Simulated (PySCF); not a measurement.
C5H8Si, SMILES C#C[C@@H]1C[C@@H]1[SiH3]. Atoms are numbered in the order given.

```xyz
14

C      1.8292     1.7898     0.4252
C      1.4434     0.6434     0.4482
C      0.9531    -0.7228     0.4774
C      0.5589    -1.4148    -0.8013
C     -0.5121    -1.0026     0.1761
Si    -1.6909     0.4005    -0.2241
H      2.1750     2.8082     0.4038
H      1.4147    -1.3475     1.2494
H      0.8009    -2.4777    -0.8905
H      0.6597    -0.8437    -1.7293
H     -0.9431    -1.8149     0.7727
H     -1.1312     1.2409    -1.3200
H     -1.9463     1.2473     0.9772
H     -2.9912    -0.1781    -0.6791
```
Charge 0, spin multiplicity 1.

Coordinates come from a ωB97X-D3(BJ)/def2-SVP optimisation. The structure was generated by enumeration; whether it is a known compound was not checked.

Method: PBE0/pcSseg-1 run with PySCF.

GIAO shieldings, no solvent; atoms listed in one row are averaged. δ = σ(ref) − σ: ¹³C against TMS (σ = 186.3 ppm); ²⁹Si against TMS (σ = 352.7 ppm); ¹H against TMS (σ = 31.56 ppm), references at their B3LYP-D3(BJ)/def2-TZVP geometries, non-relativistic.

```tsv
nucleus	atoms	count	δ (ppm)
¹³C	C2	1	90.2
¹³C	C1	1	73.9
¹³C	C4	1	18.3
¹³C	C3	1	8.8
¹³C	C5	1	2.0
²⁹Si	Si6	1	-58.1
¹H	H12, H13, H14	3	4.26
¹H	H7	1	2.03
¹H	H8	1	1.80
¹H	H9	1	1.34
¹H	H10	1	0.91
¹H	H11	1	0.23
```
